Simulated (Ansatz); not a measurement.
A nudged elastic band was laid between two geometries of C₂H₉OPSi (14 atoms, charge 0, multiplicity 1).

These are results of RKS PBE/def2-SVP (Ansatz 0.2.0), not measurements.

- movable images: 9
- climbing image: yes
- spring: 5.0 eV/Å²
- optimiser: quadratic models (default)
- start path: IDPP
- force threshold: 0.05 eV/Å
- iteration limit: 57
- end points: relaxed

Initial state:

```xyz
14
Properties=species:S:1:pos:R:3
C -1.046 -0.223 2.079
C 0.073 -0.621 1.131
O -0.068 0.096 -0.094
Si 1.000 -0.071 -1.386
P 0.356 1.251 -3.109
H -2.034 -0.452 1.632
H -1.009 0.864 2.291
H -0.958 -0.772 3.038
H 1.065 -0.405 1.596
H 0.043 -1.721 0.941
H 1.035 -1.502 -1.869
H 2.400 0.323 -0.979
H 0.146 2.382 -2.240
H -1.016 0.823 -3.002
```

Final state:

```xyz
14
Properties=species:S:1:pos:R:3
C -0.841 -0.982 1.771
C 0.235 0.021 1.369
O 0.001 0.587 0.082
Si 0.472 -0.117 -1.373
P 0.400 1.414 -3.042
H -0.850 -1.863 1.095
H -1.844 -0.512 1.734
H -0.666 -1.348 2.803
H 0.253 0.865 2.092
H 1.244 -0.458 1.412
H -0.428 -1.259 -1.775
H 1.881 -0.648 -1.249
H 1.049 2.417 -2.236
H -0.918 1.852 -2.654
```

(1) Which bonds break or form, and what moves?

(2) Give the energies along the band, and the barrier.

(3) What is the geometry of the highest image?

The band took 8 iterations and of the order of 7 core-minutes.

Results:

(1) No bond is made or broken. The dihedral H10–C2–O3–Si4 goes from -59 to 39°.

(2) The forces met the threshold. The highest image is number 6 of 0 to 10, 0.032 eV above the first end and 0.011 eV above the last; the last end lies 0.021 eV above the first. A vibrational analysis at the climbing image gives one clearly imaginary mode, 50i cm⁻¹: a first-order saddle point.

```tsv
image	path coordinate (Å)	energy (eV)	dihedral H10–C2–O3–Si4 (°)
0	0.00	0.000	-59
1	0.45	0.002	-51
2	0.91	0.007	-41
3	1.36	0.015	-32
4	1.82	0.024	-21
5	2.27	0.031	-10
6	2.72	0.032	2
7	3.21	0.031	13
8	3.68	0.026	24
9	4.16	0.023	32
10	4.64	0.021	39
```

(3) 
```xyz
14
Properties=species:S:1:pos:R:3
C -1.085 -0.635 1.884
C 0.265 -0.252 1.296
O 0.100 0.412 0.042
Si 0.748 -0.149 -1.406
P 0.412 1.371 -3.052
H -1.609 -1.367 1.238
H -1.731 0.261 1.980
H -0.961 -1.085 2.890
H 0.799 0.443 1.984
H 0.911 -1.157 1.198
H 0.116 -1.453 -1.830
H 2.235 -0.377 -1.269
H 0.776 2.468 -2.191
H -0.989 1.491 -2.735
```

Time of the run: 3.5 min on 2 threads of Arm Neoverse V1, with other jobs on the host, peak memory 0.17 GiB.
